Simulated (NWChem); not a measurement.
The numbers come from NWChem runs, not from measurements. System: F$_{2}$Si, charge 0, spin multiplicity 1, at a geometry optimised with PBE0/def2-SVP. The structure started from a generated list of species. Level: PBE0/def2-SVP.

NWChem printed:

```
             Northwest Computational Chemistry Package (NWChem) 7.3.0
             --------------------------------------------------------

                                NWChem Input Module
                                -------------------

 Scaling coordinates for geometry "geometry" by  1.889725989
 (inverse scale =  0.529177249)

                             Geometry "geometry" -> ""
                             -------------------------

 Output coordinates in angstroms (scale by  1.889725989 to convert to a.u.)

  No.       Tag          Charge          X              Y              Z
 ---- ---------------- ---------- -------------- -------------- --------------
    1 Si                  14.0000     0.00000000     0.00000000     0.58808300
    2 F                    9.0000    -1.24649100     0.00000000    -0.45739800
    3 F                    9.0000     1.24649100     0.00000000    -0.45739800

 Effective nuclear repulsion energy (a.u.)      99.1614648170

            Nuclear Dipole moment (a.u.)
            ----------------------------
        X                 Y               Z
 ---------------- ---------------- ----------------
     0.0000000000     0.0000000000    -0.0000037795


 Summary of "ao basis" -> "" (spherical)
 ------------------------------------------------------------------------------
       Tag                 Description            Shells   Functions and Types
 ---------------- ------------------------------  ------  ---------------------
 *                          def2-svp                  on all atoms

                                 NWChem DFT Module
                                 -----------------

 Summary of "ao basis" -> "ao basis" (spherical)
 ------------------------------------------------------------------------------
       Tag                 Description            Shells   Functions and Types
 ---------------- ------------------------------  ------  ---------------------
 Si                         def2-svp                 8       18   4s3p1d
 F                          def2-svp                 6       14   3s2p1d

 Summary of "ao basis" -> "ao basis" (spherical)
 ------------------------------------------------------------------------------
       Tag                 Description            Shells   Functions and Types
 ---------------- ------------------------------  ------  ---------------------
 Si                         def2-svp                 8       18   4s3p1d
 F                          def2-svp                 6       14   3s2p1d

            General Information
            -------------------
          SCF calculation type: DFT
          Wavefunction type:  closed shell.
          No. of atoms     :     3
          No. of electrons :    32
           Alpha electrons :    16
            Beta electrons :    16
          Charge           :     0
          Spin multiplicity:     1
          Use of symmetry is: off; symmetry adaption is: off
          Maximum number of iterations: 100
          AO basis - number of functions:    46
                     number of shells:    20
          Convergence on energy requested:  1.00D-06
          Convergence on density requested:  1.00D-05
          Convergence on gradient requested:  5.00D-04

              XC Information
              --------------
                         PBE0 Method XC Functional
                     Hartree-Fock (Exact) Exchange  0.250
          PerdewBurkeErnzerhof Exchange Functional  0.750
            Perdew 1991 LDA Correlation Functional  1.000 local
           PerdewBurkeErnz. Correlation Functional  1.000 non-local

             Grid Information
             ----------------
          Grid used for XC integration:  medium
          Radial quadrature: Mura-Knowles
          Angular quadrature: Lebedev.
          Tag              B.-S. Rad. Rad. Pts. Rad. Cut. Ang. Pts.
          ---              ---------- --------- --------- ---------
          Si                  1.10       88           6.0       590
          F                   0.50       49           7.0       434
          Grid pruning is: on
          Number of quadrature shells:   186
          Spatial weights used:  Erf1

          Convergence Information
[...]
          total energy or number of iterations.
          Levelshifting, if invoked, occurs when the
          HOMO/LUMO gap drops below (HL_TOL):  1.00D-02
          DIIS, if invoked, will attempt to extrapolate
          using up to (NFOCK): 10 stored Fock matrices.

                    Damping( 0%)  Levelshifting(0.5)       DIIS
                  --------------- ------------------- ---------------
          dE  on:    start            ASAP                start
          dE off:    2 iters        100 iters           100 iters

      Screening Tolerance Information
      -------------------------------
          Density screening/tol_rho:  1.00D-10
          AO Gaussian exp screening on grid/accAOfunc:  14
          CD Gaussian exp screening on grid/accCDfunc:  20
          XC Gaussian exp screening on grid/accXCfunc:  20
          Schwarz screening/accCoul:  1.00D-08

      Superposition of Atomic Density Guess
      -------------------------------------

 Sum of atomic energies:        -487.32356707

      Non-variational initial energy
      ------------------------------

 Total energy =    -487.480853
 1-e energy   =    -875.984041
 2-e energy   =     289.341723
 HOMO         =      -0.312378
 LUMO         =      -0.019824

------------------------------------------------------------
EAF file 0: "./mol.aoints.0" size=524288 bytes
------------------------------------------------------------
               write      read    awrite     aread      wait
               -----      ----    ------     -----      ----
     calls:        1         0         0         0         0
   data(b): 5.24e+05  0.00e+00  0.00e+00  0.00e+00
   time(s): 0.00e+00  0.00e+00  0.00e+00  0.00e+00  0.00e+00
rate(mb/s): 0.00e+00  0.00e+00
------------------------------------------------------------

   convergence    iter        energy       DeltaE   RMS-Dens  Diis-err    time
 ---------------- ----- ----------------- --------- --------- ---------  ------
 d= 0,ls=0.0,diis     1   -488.6105266960 -5.88D+02  2.74D-02  7.15D-01     0.2
 d= 0,ls=0.0,diis     2   -488.5160483263  9.45D-02  1.38D-02  2.03D+00     0.2
 d= 0,ls=0.0,diis     3   -488.6947237451 -1.79D-01  1.52D-03  2.93D-03     0.3
 d= 0,ls=0.0,diis     4   -488.6949718736 -2.48D-04  2.54D-04  1.97D-04     0.3
 d= 0,ls=0.0,diis     5   -488.6949889160 -1.70D-05  2.41D-05  3.42D-07     0.3
 d= 0,ls=0.0,diis     6   -488.6949889898 -7.38D-08  2.19D-06  7.98D-09     0.4

         Total DFT energy =     -488.694988989804
      One electron energy =     -877.111882703508
           Coulomb energy =      330.808286554642
    Exchange-Corr. energy =      -41.552857657985
 Nuclear repulsion energy =       99.161464817047

 Numeric. integr. density =       31.999996144136

     Total iterative time =      0.3s

                       DFT Final Molecular Orbital Analysis
                       ------------------------------------

 Vector   14  Occ=2.000000D+00  E=-4.439729D-01
              MO Center=  2.3D-05, -1.9D-10, -4.3D-01, r^2= 2.0D+00
   Bfn.  Coefficient  Atom+Function         Bfn.  Coefficient  Atom+Function
  ----- ------------  ---------------      ----- ------------  ---------------
    23      0.466441  2 F  py                37     -0.466449  3 F  py
    26     -0.331384  2 F  py                40      0.331390  3 F  py
    14      0.080087  1 Si d -2

 Vector   15  Occ=2.000000D+00  E=-4.284616D-01
              MO Center=  1.4D-05,  4.5D-11, -4.1D-01, r^2= 2.1D+00
   Bfn.  Coefficient  Atom+Function         Bfn.  Coefficient  Atom+Function
  ----- ------------  ---------------      ----- ------------  ---------------
    22      0.397372  2 F  px                36      0.397376  3 F  px
    25     -0.271487  2 F  px                39     -0.271489  3 F  px
    24     -0.265215  2 F  pz                38      0.265219  3 F  pz
    27      0.187527  2 F  pz                41     -0.187530  3 F  pz
    11     -0.085490  1 Si px                17      0.045982  1 Si d  1

 Vector   16  Occ=2.000000D+00  E=-3.052039D-01
              MO Center=  3.4D-07,  1.7D-09,  8.7D-01, r^2= 2.1D+00
   Bfn.  Coefficient  Atom+Function         Bfn.  Coefficient  Atom+Function
  ----- ------------  ---------------      ----- ------------  ---------------
     3      0.523553  1 Si s                  4      0.448112  1 Si s
     2      0.319845  1 Si s                 10      0.261437  1 Si pz
    24      0.229656  2 F  pz                38      0.229656  3 F  pz
    13      0.195493  1 Si pz                27     -0.174939  2 F  pz
    41     -0.174939  3 F  pz                 7     -0.139307  1 Si pz

 Vector   17  Occ=0.000000D+00  E=-7.712165D-02
              MO Center=  7.3D-08,  7.1D-10,  5.9D-01, r^2= 2.5D+00
   Bfn.  Coefficient  Atom+Function         Bfn.  Coefficient  Atom+Function
  ----- ------------  ---------------      ----- ------------  ---------------
    12      0.707108  1 Si py                 9      0.429341  1 Si py
     6     -0.217592  1 Si py                23      0.201533  2 F  py
    37      0.201533  3 F  py                26     -0.189012  2 F  py
    40     -0.189012  3 F  py                15      0.049397  1 Si d -1

 Vector   18  Occ=0.000000D+00  E= 2.843627D-02
              MO Center= -2.3D-08,  1.1D-09,  8.7D-01, r^2= 2.9D+00
   Bfn.  Coefficient  Atom+Function         Bfn.  Coefficient  Atom+Function
  ----- ------------  ---------------      ----- ------------  ---------------
    11      0.999506  1 Si px                21      0.333290  2 F  s
    35     -0.333290  3 F  s                  8      0.293717  1 Si px
    24     -0.172098  2 F  pz                38      0.172098  3 F  pz
    27      0.169736  2 F  pz                41     -0.169736  3 F  pz
     5     -0.161732  1 Si px                17     -0.154294  1 Si d  1

 Vector   19  Occ=0.000000D+00  E= 7.009550D-02
              MO Center=  1.7D-07, -1.3D-09,  1.3D-01, r^2= 3.1D+00
   Bfn.  Coefficient  Atom+Function         Bfn.  Coefficient  Atom+Function
  ----- ------------  ---------------      ----- ------------  ---------------
    13      0.989555  1 Si pz                 4     -0.686900  1 Si s
    21      0.435999  2 F  s                 35      0.436000  3 F  s
    10      0.239860  1 Si pz                25      0.204487  2 F  px
    39     -0.204487  3 F  px                22     -0.177017  2 F  px
    36      0.177017  3 F  px                18      0.146865  1 Si d  2

 center of mass
 --------------
 x =   0.00000000 y =   0.00000000 z =  -0.02654986

 moments of inertia (a.u.)
 ------------------
          62.893534375363           0.000000000000           0.000000000000
           0.000000000000         273.718961426806           0.000000000000
           0.000000000000           0.000000000000         210.825427051443

     Multipole analysis of the density
     ---------------------------------

     L   x y z        total         alpha         beta         nuclear
     -   - - -        -----         -----         ----         -------
     0   0 0 0     -0.000000    -16.000000    -16.000000     32.000000

     1   1 0 0      0.000002      0.000001      0.000001      0.000000
     1   0 1 0     -0.000000     -0.000000     -0.000000      0.000000
     1   0 0 1      0.467957      0.233980      0.233980     -0.000004

     2   2 0 0    -18.473513    -59.173300    -59.173300     99.873086
     2   1 1 0     -0.000000     -0.000000     -0.000000      0.000000
     2   1 0 1     -0.000002     -0.000001     -0.000001      0.000000
     2   0 2 0    -14.457155     -7.228578     -7.228578      0.000000
     2   0 1 1     -0.000000     -0.000000     -0.000000      0.000000
     2   0 0 2    -17.283610    -24.010979    -24.010979     30.738348

 Task  times  cpu:        0.4s     wall:        0.4s

 Total times  cpu:        0.4s     wall:        0.4s
```

Write an NWChem input that would produce this output.

One answer among several that fit: 
```
start mol
memory heap 200 mb stack 900 mb global 1100 mb
geometry units angstroms nocenter noautoz noautosym
  Si     0.000000     0.000000     0.588083
  F     -1.246491     0.000000    -0.457398
  F      1.246491     0.000000    -0.457398
end
basis spherical
  * library def2-svp
end
dft
  xc pbe0
  semidirect memsize 60000000 filesize 0
  iterations 100
end
task dft energy
```
